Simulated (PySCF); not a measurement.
An excited-state job on `C#CC[Se][Se][SiH2]C`.

Method: TDDFT B3LYP/def2-SVPD, vertical, gas phase, core orbitals frozen in the response (PySCF 2.14.0, density-fitted response routines). Geometry: GFN2-xTB. A driver script takes a list of jobs; this job's settings line and coordinates (Å) are shown.

Command:
```bash
OMP_NUM_THREADS=1 python probes_run.py task.json out
```

Input:
```
{"job": {"kind": "uv", "xc": "B3LYP", "basis": "def2-SVPD", "nstates": 8, "ntriplets": 3}, "charge": 0, "multiplicity": 1}
C      1.050008     1.311311     1.732662
C      1.755489     0.617266     1.056389
C      2.540905    -0.222696     0.202023
Se     1.556900    -0.694603    -1.485559
Se     0.049416    -2.227374    -0.658132
Si    -1.745952    -0.882183    -0.026115
C     -1.865907     0.606313    -1.191261
H      0.468796     1.926535     2.352354
H      2.793965    -1.166361     0.689554
H      3.446762     0.287522    -0.132823
H     -1.515015    -0.483672     1.362532
H     -2.878835    -1.797635    -0.146358
H     -0.969484     1.218842    -1.127364
H     -1.973436     0.284498    -2.224455
H     -2.718027     1.230226    -0.942324
```

Output:
```
coarse grid: 61576 points
cycle   1  E = -5249.0621824640  dE = -1.229e+00  |g| = 4.933e-01  |ddm| = 9.641e+00
cycle   2  E = -5249.0475069602  dE =  1.468e-02  |g| = 5.215e-01  |ddm| = 2.149e+00
cycle   3  E = -5249.1180638928  dE = -7.056e-02  |g| = 9.950e-02  |ddm| = 9.262e-01
cycle   4  E = -5249.1198498050  dE = -1.786e-03  |g| = 6.092e-02  |ddm| = 1.973e-01
cycle   5  E = -5249.1207976192  dE = -9.478e-04  |g| = 1.299e-02  |ddm| = 9.174e-02
cycle   6  E = -5249.1208355247  dE = -3.791e-05  |g| = 4.487e-03  |ddm| = 2.932e-02
cycle   7  E = -5249.1208412035  dE = -5.679e-06  |g| = 9.017e-04  |ddm| = 8.998e-03
final grid: 125888 points
cycle   8  E = -5249.1207395992  dE =  1.827e-07  |g| = 1.460e-03  |ddm| = 1.310e-02
cycle   9  E = -5249.1207383771  dE =  1.222e-06  |g| = 2.509e-03  |ddm| = 6.243e-03
cycle  10  E = -5249.1207402452  dE = -1.868e-06  |g| = 1.448e-04  |ddm| = 3.962e-03
cycle  11  E = -5249.1207402487  dE = -3.545e-09  |g| = 5.163e-05  |ddm| = 2.206e-04
cycle  12  E = -5249.1207402494  dE = -6.876e-10  |g| = 1.284e-05  |ddm| = 7.877e-05
converged SCF energy = -5249.1207402494

Static polarisability (au): isotropic 131.517, principal 110.628 136.229 147.694

Singlet excitations
state   eV       nm        f      main configurations
  1   3.5483    349.4   0.00581   H->L 0.99
  2   3.8256    324.1   0.00459   H-1->L 0.99
  3   4.4564    278.2   0.00440   H->L+1 0.98
  4   4.9498    250.5   0.03401   H-1->L+1 0.96
  5   5.2791    234.9   0.00537   H-2->L 0.82, H-3->L 0.13
  6   5.3706    230.9   0.01391   H->L+2 0.83, H-3->L 0.13
  7   5.4113    229.1   0.01075   H-3->L 0.72, H-2->L 0.13, H->L+2 0.11
  8   5.4433    227.8   0.01459   H-1->L+2 0.93

Triplet excitations (Tamm-Dancoff, eV): 3.0150 3.3206 3.9600
```

The SCF starts on a coarse grid where the log names one; the energy can jump when the final grid takes over, and dE then counts from the start density on the new grid. H and L stand for HOMO and LUMO; the number after each pair is its weight.

**Question.** Give the mean polarisability as a volume in Å³, and the ratio of the largest to the smallest principal value.

**Answer.** 131.517 au × 0.148185 = 19.49 Å³; 147.694/110.628 = 1.34.

**Question.** How does the lowest singlet excitation compare with the HOMO–LUMO gap?

**Answer.** HOMO -6.32 eV and LUMO -1.71 eV give a gap of 4.61 eV; S1 at 3.55 eV lies 1.06 eV below it.

Summary of the converged run: HOMO -6.32 eV, LUMO -1.71 eV; lowest singlet 3.55 eV; lowest triplet 3.02 eV (Tamm–Dancoff); mean polarisability 131.5 au.

 The B3LYP/def2-SVPD calculation is non-relativistic and has no spin–orbit coupling, an omission that weighs most on selenium.

On Arm Neoverse N1, one thread (shared host), this took 2.3 min of wall time (with the writing of density and orbital grids) and 1.0 GiB of memory at its peak.

One conformer stands for the species.
Labels such as C1 count atoms from 1, the log's own numbers from 0.
